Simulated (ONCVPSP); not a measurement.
# Building the ONCV potential for antimony (Sb) (PBE, fully relativistic).

antimony, optimised norm-conserving Vanderbilt (ONCV), made with ONCVPSP 4.0.1 (PBE, fully relativistic). Core [Kr] 4d10, reference 5s2 5p3. Waves: 5s: rc 1.70 bohr, ncon 4, nbas 7, qcut 3.7 1/bohr, 2 projectors, debl 1.9 Ha; 5p: rc 1.95 bohr, ncon 4, nbas 9, qcut 5.1 1/bohr, 2 projectors, debl 2.9 Ha; d scattering state at 0.15 Ha: rc 1.90 bohr, ncon 4, nbas 8, qcut 4.7 1/bohr, 1 projector. Local part: polynomial inside 1.25 bohr (lpopt 5, dvloc0 1 Ha). Core correction: polynomial model core, fcfact 0.25.

Open shells are filled in proportion to 2j + 1.

All-electron outer shells of the reference configuration (PBE, scalar-relativistic, ld1.x):

```tsv
shell	level (eV)	outermost node (bohr)	outermost maximum (bohr)
4p	-101.79	0.39	0.76
4d	-33.51	0.38	0.84
5s	-12.83	0.95	1.90
5p	-4.83	1.04	2.35
```

**Question.** Is a potential produced?

**Answer.** No. ONCVPSP 4.0.1 stopped with "optimize: ERROR ps0norm > uunorm, code will stop": the continuity conditions at rc already need more norm inside rc than the all-electron wave has, so norm conservation cannot be met. It happened in the d channel.
